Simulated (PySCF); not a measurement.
## Two-dimensional NMR puzzle

Compound of formula C₈H₇F₃O. Correlations simulated from computed shifts and couplings:

HSQC (one-bond C–H):
```csv
δH,δC,"1J(C,H) (Hz)"
8.55,151.9,218
6.63,148.5,176
6.27,148.5,168
2.92,49.9,134
1.38,15.1,137
```

COSY cross peaks (|J| ≥ 2 Hz):
```csv
δH,δH,abs. J (Hz),bonds
6.63,6.27,2.1,2
2.92,1.38,8.3,3
```

HMBC (two and three bonds, |J| ≥ 2.5 Hz):
```csv
δH,δC [abs. J in Hz]
8.55,"169.5 [7.0], 138.6 [2.6]"
6.63,"169.5 [8.5], 49.9 [10.8]"
6.27,"169.5 [13.8], 49.9 [6.4]"
2.92,"169.5 [7.0], 148.5 [6.2], 138.6 [4.5], 135.2 [7.6], 15.1 [4.2]"
1.38,"138.6 [5.0], 135.2 [5.7], 49.9 [3.5]"
```

Carbons without hydrogens: δ 169.5, 152.0, 138.6, 135.2.

Theory: spin–spin couplings from B3LYP/pcJ-1 (spin–dipole term only in couplings to heteroatoms), NMR shieldings at B97-2/pcSseg-2/GIAO, geometry from PBE0-D3(BJ)/def2-SVP, in PySCF 2.14.0 with density-fitted response routines (in vacuum, fast rotation and ring inversion assumed for equivalent nuclei, non-relativistic Hamiltonian, single conformer).

Referencing at the same level of theory: TMS for 1H and 13C.

Exchangeable hydrogens are left out of these lists, and C,H couplings along chains are those of one rotamer, so weak HMBC peaks may be missing or extra.

Work out the connectivity.

Results:

`InChI=1S/C8H7F3O/c1-4(6-3-7(6)12)5(2)8(9,10)11/h3,5H,1H2,2H3/t5-/m0/s1`.

Structure with atom numbers: `[CH2:1]=[C:2]([c:3]1[cH:4][c:5]1=[O:6])[C@H:7]([CH3:8])[C:9]([F:10])([F:11])[F:12]`. Each H is labelled by its parent atom. Ha(C1) is cis to C3; Hb(C1) is trans to C3.

δC 169.5 is C3, a unsaturated ring carbon. δC 152.0 is C5, a ring carbonyl carbon. δC 151.9 is C4, a unsaturated ring CH (δH 8.55). δC 148.5 is C1, a terminal =CH2 carbon (δH 6.63, 6.27). δC 138.6 is C2, a fully substituted alkene carbon. δC 135.2 is C9, a CF3 carbon. δC 49.9 is C7, an allylic sp3 CH (δH 2.92). δC 15.1 is C8, a methyl carbon (δH 1.38). HMBC from δH 8.55 reaches the proton-free carbons C3, C2. HMBC from δH 6.63 reaches the proton-free carbon C3. HMBC from δH 6.27 reaches the proton-free carbon C3. HMBC from δH 2.92 reaches the proton-free carbons C3, C2, C9. COSY links 6.63–6.27, 2.92–1.38.

This is the structure that produced the data. Such data don't tell enantiomers apart.

Common functionals overestimate the size of one-bond C–F couplings by tens of Hz; these are unscaled. Unscaled 3J(H,H) at this level run about 10 % above measured values. Shifts are as computed. Against solution values, carbons near 30 ppm lie about +4 ppm off and those near 130 ppm about +7 ppm (rms about the fit 2.1 ppm; single classes can miss by 10 ppm). Of 1328 compounds with measured shifts, 309 miss one by over three times the rms of a fit or turn the order of signals round; such compounds aren't used in these exercises. Signals without a measured value on file couldn't be tested in this way.
